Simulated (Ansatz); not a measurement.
Basis-set series for I4Si (`I[Si](I)(I)I`). Total charge 0; spin multiplicity 1. I takes the def2 core potential. The structure was optimised at the PBE0-D4/def2-TZVP level.

```json
{"functional": "PBE0-D4", "basis": "def2-TZVPP", "functions": "242", "energy (Eh)": "-1480.45492", "HOMO (eV)": "-7.69", "LUMO (eV)": "-2.61"}
{"functional": "PBE0-D4", "basis": "def2-QZVPP", "functions": "398", "energy (Eh)": "-1480.46847", "HOMO (eV)": "-7.70", "LUMO (eV)": "-2.63"}
{"functional": "ωB97M-V", "basis": "def2-TZVPP", "functions": "242", "energy (Eh)": "-1480.42327", "HOMO (eV)": "-9.78", "LUMO (eV)": "-0.85"}
{"functional": "ωB97M-V", "basis": "def2-QZVPP", "functions": "398", "energy (Eh)": "-1480.43638", "HOMO (eV)": "-9.79", "LUMO (eV)": "-0.89"}
```

Question: Give the rows for def2-SVP. (Estimate.)

Answer: Ansatz gave: 
| functional | basis | functions | energy (Eh) | HOMO (eV) | LUMO (eV) |
| --- | --- | --- | --- | --- | --- |
| PBE0-D4 | def2-SVP | 122 | -1480.31004 | -7.68 | -2.61 |
| ωB97M-V | def2-SVP | 122 | -1480.27594 | -9.74 | -0.79 |
